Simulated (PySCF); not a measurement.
SMILES F[C](F)(F)[Ge]([F])([F])[F], singlet (PBE0/def2-SVP optimised geometry):

```
8

F     -1.881     0.561    -0.052
C     -0.555     0.590     0.000
F     -0.185     1.226     1.105
F     -0.101     1.263    -1.050
Ge     0.172    -1.263     0.000
F     -0.343    -2.132     1.379
F     -0.346    -2.134    -1.376
F      1.881    -1.263     0.000
```

Computed with PBE0/def2-TZVP in PySCF 2.14.0.

Q: What are the frontier orbital energies and the dipole moment?

A: HOMO-2 -12.55 eV, HOMO-1 -12.36 eV, HOMO -10.73 eV, LUMO -1.15 eV, LUMO+1 0.14 eV; dipole moment 1.09 D.

On the same geometry PySCF 2.14.0 with PBE/def2-TZVP gives HOMO-2 -10.35 eV, HOMO-1 -10.14 eV, HOMO -9.02 eV, LUMO -2.23 eV, LUMO+1 -0.80 eV; dipole moment 1.16 D.

Meta-Löwdin charges at PBE0/def2-TZVP: F1 -0.25, C2 0.59, F3 -0.25, F4 -0.25, Ge5 1.57, F6 -0.47, F7 -0.47, F8 -0.47.
